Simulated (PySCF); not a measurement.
C4H6OS, SMILES O=C1CC[C@@H]1S.

Geometry optimised at PBE-D3(BJ)/def2-SVP. The structure was generated by enumeration; whether it is a known compound was not checked. One conformer was computed; it need not be the lowest.

These are TDA-PBE/def2-SVPD run with PySCF values and carry that method's errors.

Vertical excitations. Isolated molecule, no solvent.

Computed lowest excited states:
```json
[
 {"state": "S1", "energy (eV)": "3.61", "λ (nm)": "344", "f": "0.007", "main pairs": "HOMO→LUMO 97 %"},
 {"state": "S2", "energy (eV)": "4.10", "λ (nm)": "302", "f": "0.001", "main pairs": "HOMO−1→LUMO 98 %"},
 {"state": "S3", "energy (eV)": "5.19", "λ (nm)": "239", "f": "0.021", "main pairs": "HOMO→LUMO+1 99 %"},
 {"state": "S4", "energy (eV)": "5.59", "λ (nm)": "222", "f": "0.025", "main pairs": "HOMO−1→LUMO+1 98 %"},
 {"state": "S5", "energy (eV)": "5.85", "λ (nm)": "212", "f": "0.009", "main pairs": "HOMO→LUMO+2 96 %"},
 {"state": "S6", "energy (eV)": "6.13", "λ (nm)": "202", "f": "0.031", "main pairs": "HOMO−2→LUMO 59 %, HOMO→LUMO+3 32 %"},
 {"state": "S7", "energy (eV)": "6.16", "λ (nm)": "201", "f": "0.019", "main pairs": "HOMO→LUMO+3 63 %, HOMO−2→LUMO 29 %"},
 {"state": "S8", "energy (eV)": "6.26", "λ (nm)": "198", "f": "0.022", "main pairs": "HOMO−1→LUMO+2 93 %"},
 {"state": "S9", "energy (eV)": "6.36", "λ (nm)": "195", "f": "0.004", "main pairs": "HOMO→LUMO+4 91 %"},
 {"state": "S10", "energy (eV)": "6.52", "λ (nm)": "190", "f": "0.011", "main pairs": "HOMO→LUMO+5 76 %, HOMO−1→LUMO+3 18 %"},
 {"state": "T1", "energy (eV)": "3.29", "λ (nm)": "377", "f": "0", "main pairs": "HOMO→LUMO 93 %"},
 {"state": "T2", "energy (eV)": "3.70", "λ (nm)": "335", "f": "0", "main pairs": "HOMO−1→LUMO 92 %"},
 {"state": "T3", "energy (eV)": "4.84", "λ (nm)": "256", "f": "0", "main pairs": "HOMO→LUMO+1 97 %"},
 {"state": "T4", "energy (eV)": "5.35", "λ (nm)": "232", "f": "0", "main pairs": "HOMO−1→LUMO+1 96 %"}
]
```
Triplets are in the Tamm–Dancoff approximation.
